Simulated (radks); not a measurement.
The numbers below are computed, except where a source is named.
All-electron atom: Sr21+ in [Ne] 3s2 3p5 (the NIST ground configuration). Level of theory: scalar-relativistic Kohn-Sham, PBE, spin-polarised, spherical densities, finite nucleus; open shells are filled with parallel spins first (spin-orbit coupling, left out, can overturn this in heavy ions); Fermi nuclear charge, rms radius 4.224 fm (a radial shooting solver on a logarithmic mesh with Libxc functionals).

Normalised radial functions P(r) = r R(r), r in bohr:

```
   r/bohr * 3s up (the largest magnitude, 1.74, reaches the edge; | marks zero)
 0.002562                             |  *
 0.002865                             |  *
 0.003205                             |  *
 0.003556                             |   *
 0.003977                             |   *
 0.004449                             |   *
 0.004976                             |    *
 0.005566                             |    *
 0.006225                             |     *
 0.006908                             |     *
 0.007726                             |      *
 0.008642                             |      *
 0.009666                             |      *
  0.01081                             |       *
  0.01209                             |       *
  0.01342                             |        *
  0.01501                             |        *
  0.01679                             |        *
  0.01878                             |        *
    0.021                             |        *
   0.0233                             |        *
  0.02607                             |       *
  0.02916                             |       *
  0.03261                             |      *
  0.03648                             |    *
   0.0408                             |   *
  0.04527                             | *
  0.05063                             *
  0.05664                          *  |
  0.06335                        *    |
  0.07085                     *       |
  0.07925                  *          |
  0.08794                *            |
  0.09836               *             |
     0.11              *              |
   0.1231             *               |
   0.1376               *             |
   0.1527                 *           |
   0.1708                    *        |
   0.1911                         *   |
   0.2137                             | *
    0.239                             |       *
   0.2674                             |             *
   0.2967                             |                  *
   0.3318                             |                       *
   0.3712                             |                         *
   0.4151                             |                          *
   0.4643                             |                         *
   0.5194                             |                      *
   0.5763                             |                  *
   0.6446                             |             *
    0.721                             |         *
   0.8064                             |      *
    0.902                             |   *
    1.009                             | *
    1.119                             |*
    1.252                             *
    1.401                             *
```

3s up: eigenvalue -1043.6 eV, 2 radial nodes at r = 0.0501, 0.206 bohr, <r> = 0.436 bohr, 90 % of the charge inside 0.633 bohr.
